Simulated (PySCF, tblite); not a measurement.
Isomers of C8H13PS, one GFN2-xTB conformer each. Single-point energies are computed at PBE0/pcSseg-1 (PySCF, gas phase, no added dispersion term), electronic only.

Task: Rank them by PBE0/pcSseg-1 energy, lowest first (kcal/mol).
A. `[CH:1]#[C:2][CH2:3][P@@H:4](=[S:5])[CH:6]1[CH2:7][CH2:8][CH2:9][CH2:10]1` with C2–C3–P4–S5 178°, C3–P4–C6–C7 -73°, P4–C6–C7–C8 -130°, C6–C7–C8–C9 34°, C7–C8–C9–C10 -43°, C8–C9–C10–C6 35°
B. `[CH:1]#[C:2][CH2:3][P@@:4]1(=[S:5])[CH2:6][CH2:7][CH2:8][C@@H:9]1[CH3:10]` with C2–C3–P4–S5 72°, C3–P4–C6–C7 95°, P4–C6–C7–C8 37°, C6–C7–C8–C9 -53°, C7–C8–C9–C10 162°

Result: B (0.0), A (8.2).

GFN2-xTB itself gives, in the same order: 0.0, 0.5. Both levels put the same isomer lowest.

Task: Which frontier levels, dipoles and rotational constants go with these structures?

Result: 
| SMILES | HOMO (eV, PBE0/pcSseg-1) | LUMO (eV) | dipole (D) | A, B, C (MHz) |
| --- | --- | --- | --- | --- |
| C#CC[P@@]1(=S)CCC[C@@H]1C | -6.36 | 0.36 | 4.64 | 1200, 836.8, 770.9 |
| C#CC[P@@H](=S)C1CCCC1 | -6.67 | 0.21 | 3.89 | 1251, 779.5, 565.3 |

Task: What happens when harmonic zero-point energies from GFN2-xTB frequencies are added?

Result: 
| SMILES | ZPE (kcal/mol) | electronic (kcal/mol) | with ZPE (kcal/mol) |
| --- | --- | --- | --- |
| C#CC[P@@]1(=S)CCC[C@@H]1C | 117.0 | 0.0 | 0.0 |
| C#CC[P@@H](=S)C1CCCC1 | 116.7 | 8.2 | 7.9 |

The zero-point energies span 0.3 kcal/mol. The order is unchanged.

Task: As an exercise, what shares would exp(−E/RT) give at 2000 K from these electronic energies alone (no entropy, no degeneracies)?

Result: RT = 3.974 kcal/mol: C#CC[P@@]1(=S)CCC[C@@H]1C 88.6 %, C#CC[P@@H](=S)C1CCCC1 11.4 %.
